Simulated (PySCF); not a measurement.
## Radial density of Er⁵⁷⁺ (erbium, charge +57)

UHF, [Ne] 3s1, 2S determinant. All numbers are calculated (PySCF 2.14, no relativity, point nucleus, in an uncontracted even-tempered set (16 s from 15 bohr⁻², ratio 2.5; 10 p from 19 bohr⁻², ratio 2.5; 4 d from 69 bohr⁻², ratio 2.7; 4 f from 100 bohr⁻², ratio 2.7)).

```tsv
r (bohr)	4πr²ρ (e/bohr)	4πr²(ρα − ρβ)
0.000343	0.3136	0.0043
0.000577	0.8593	0.0117
0.000970	2.305	0.0312
0.00163	5.960	0.0806
0.00274	14.49	0.1946
0.00462	31.81	0.4183
0.00776	58.80	0.7239
0.0131	82.38	0.7973
0.0220	79.13	0.2223
0.0369	72.25	0.3575
0.0621	97.99	2.2655
0.105	58.75	0.0669
0.176	10.98	5.1882
0.296	2.734	2.7014
0.497	0.04727	0.0473
```

A non-relativistic calculation at this Z misses sizeable relativistic shifts. Spin-orbit coupling, which splits the p, d and f shells strongly at this Z, is absent.
